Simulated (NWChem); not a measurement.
**Ionisation of CCl₂F**

```
C
F 1 1.3301
Cl 1 1.7400 2 113.32
Cl 1 1.7400 2 113.32 3 -136.00
```
Charge 0, spin multiplicity 2.

Program: NWChem. The geometry was optimised at UPBE/def2-SVP, a minimum by its harmonic frequencies.

Basis set: def2-SVPD. −ε marks an orbital energy of the parent.

The correlated methods keep 12 core orbitals frozen. B3LYP has NWChem's definition, with VWN1-RPA local correlation. The structure started from a generated list of species. The unpaired electrons of the parent sit in orbitals of symmetry a' (Cs labels of the run); other states weren't searched. The stability of the SCF solutions was not checked. Open-shell Hartree-Fock references start from PBE0 orbitals.

Task: For the first vertical ionisation energy, −ε(alpha HOMO) of B3LYP gives 6.96 eV and G0W0@PBE gives 8.33 eV. What do −ε(alpha HOMO) of HF, G0W0@PBE0, −ε(alpha HOMO) of r2SCAN give?

Result: −ε(alpha HOMO) of HF: 11.25 eV; G0W0@PBE0: 8.93 eV; −ε(alpha HOMO) of r2SCAN: 6.23 eV.
